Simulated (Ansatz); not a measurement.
Reactions of C$_{2}$H$_{4}$BI (`C=CBI`).

Gas-phase electronic energies from Ansatz, PBE0-D4/def2-TZVP geometries. CCSD(T)/CBS is the MP2 limit (def2-TZVPP, def2-QZVPP) plus CCSD(T) − MP2 in def2-TZVPP, frozen cores. This one scheme is used for every species. DFT in def2-TZVPP. def2 core potentials past Kr. For Br, Ge, I outer-core shells are correlated without core-valence functions, which leaves a few kJ/mol of doubt a bond. Scalar relativity is left out up to krypton. Each species was taken in one conformer, which may not be the lowest.

| reaction | ωB97X-V (kJ/mol) | CCSD/CBS(def2) (kJ/mol) |
| --- | --- | --- |
| `C=CBI` + CH₄ → `CBI` + `C=C` | 24 | 24 |
| `C=CBI` + `[OH][GeH2][SiH2][SiH3]` → `C=CB[SiH2][SiH3]` + `[OH][GeH2][I]` | 12 | 16 |
| `C=CBI` + `[OH][GeH2][CH2][SiH3]` → `C=CBC[SiH3]` + `[OH][GeH2][I]` | -34 | -28 |
| `C=CBI` + `C=N` → `C=NBI` + `C=C` | -77 | -73 |
| `C=CBI` + HCl → `C=CBCl` + HI | -27 | -20 |
| `C=CBI` + `CF` → `FCBI` + `C=C` | 27 | 30 |
| `C=CBI` + BH₃ → `BBC=C` + HI | 78 | 85 |
| `C=CBI` + `BBC` → `BBCBI` + `C=C` | 6 | 4 |
| `C=CBI` + `[F][Ge]([F])([F])[Br]` → `C=CBBr` + `[F][Ge]([F])([F])[I]` | -19 | -18 |
| `C=CBI` + `C=NCO` → `C=NBI` + `C=CCO` | -84 | -83 |

(1) Give the CCSD(T)/CBS values in the same order. (An estimate is asked.)

Largest T1 diagnostic: 0.013, for `C=CB[SiH2][SiH3]`.

Results:

(1) Ansatz gave: 26, 19, -25, -73, -18, 31, 88, 4, -18, -83 kJ/mol.
